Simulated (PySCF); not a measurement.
Task: Write a Z-matrix for `CC[AsH][SiH3]` as optimised with PBE0-D3(BJ)/def2-SVP.

Result: 
Z-matrix in Å and degrees, rows numbered from 1:
```
C 
C   1  1.5192
As  2  1.9927  1  111.98
Si  3  2.3683  2   96.56  1   -72.23
H   1  1.1021  2  111.80  3    65.15
H   1  1.1016  2  111.04  3  -175.17
H   1  1.1017  2  111.74  3   -55.14
H   2  1.1014  1  110.72  3   117.64
H   2  1.1000  1  111.27  3  -123.19
H   3  1.5273  2   95.97  1  -164.32
H   4  1.4952  3  109.96  2    83.79
H   4  1.4978  3  111.90  2   -36.63
H   4  1.4942  3  109.04  2  -157.58
```

Si4 (SiH3 silicon) is tetrahedral (angles from 108.3° to 111.9°). As3 (arsenic bonded to C, Si and H) is pyramidal (angles 96.6°, 96.0° and 91.4°, sum 283.9°, 0.99 Å off the plane of its three neighbours). Of the pairs four or more bonds apart, Si4···H5 is among the closest relative to their van der Waals radii: 3.15 Å, 95 % of the sum of Bondi's values.

Method used: PySCF 2.14.0, PBE0-D3(BJ)/def2-SVP geometry optimisation, gas phase.

Point group: C1 (no symmetry element, even within 0.4 Å). PBE0-D3(BJ)/def2-SVP frequencies: not computed here. The numbers are those of one conformer (C1–C2–As3–Si4 -72°).

Time: 20 s of wall time; peak memory 0.51 GiB. Hardware: one thread, Arm Neoverse V2 (aarch64), no GPU, shared host with 192 logical CPUs at a one-minute load of 21. That covers the optimisation of the geometry.
